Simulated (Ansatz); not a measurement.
One change: `C[SiH2]B(O)O` becomes `C[Se]B(O)O`.

Ansatz, PBE0-D4/def2-TZVP geometries, multiplicity 1. Each molecule was computed in one conformer, which needn't be the lowest.

Scalar relativity is left out up to krypton. Spin–orbit coupling is left out; it splits and shifts lone-pair levels of the heavy atoms by tenths of an eV.

```tsv
property	`C[SiH2]B(O)O`
HOMO–LUMO gap (PBE/def2-TZVPP) / eV	5.49
HOMO–LUMO gap (B3LYP/def2-TZVPP) / eV	7.33
LUMO energy (PBE0/def2-TZVPP) / eV	-0.10
HOMO energy (PBE0/def2-TZVPP) / eV	-7.81
HOMO–LUMO gap (PBE0/def2-TZVPP) / eV	7.71
HOMO energy (B3LYP/def2-TZVPP) / eV	-7.63
```

**Question.** What does the change do to each property? (Estimate.)

**Answer.** The calculation gave: 
```tsv
property	`C[Se]B(O)O`	shift
HOMO–LUMO gap (PBE/def2-TZVPP) / eV	4.71	-0.78
HOMO–LUMO gap (B3LYP/def2-TZVPP) / eV	6.23	-1.10
LUMO energy (PBE0/def2-TZVPP) / eV	0.18	0.28
HOMO energy (PBE0/def2-TZVPP) / eV	-6.58	1.23
HOMO–LUMO gap (PBE0/def2-TZVPP) / eV	6.76	-0.95
HOMO energy (B3LYP/def2-TZVPP) / eV	-6.35	1.28
```

With PBE0 the HOMO rises by 1.23 eV and the LUMO rises by 0.28 eV, so the gap narrows by about 0.95 eV. PBE moves the HOMO by 1.07 eV and ωB97M-V by 1.27 eV.

B3LYP here is the variant with VWN-RPA as its local correlation; programs differ in this.
